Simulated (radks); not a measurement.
Spin polarisation of the 3p2 shell in the phosphorus ion P+. Start: [Ne] 3s2 3p(up 1, down 1); electrons of 3p are moved from spin down to spin up, other shells keep equal spins. All-electron calculation, scalar-relativistic Kohn-Sham, BLYP, spin-polarised, spherical densities, point nucleus. Program: a radial shooting solver on a logarithmic mesh with Libxc functionals.

moment (Bohr magnetons),E - E(0) (eV),e(3p up) (eV),e(3p down) (eV),3s down minus up (eV),2p down minus up (eV)
0,0.000,-14.065,-14.065,0.000,0.000
0.5,-0.059,-14.286,-13.812,0.512,0.085
1,-0.236,-14.472,-13.535,1.012,0.170
1.5,-0.526,-14.620,-13.242,1.491,0.254
2,-0.923,-14.732,-12.938,1.945,0.338

At moment 2 the spin-polarisation energy is -0.923 eV and the 3p exchange splitting 1.795 eV, that is 0.897 eV per Bohr magneton; E = -I m^2/4 would give I = 0.923 eV.
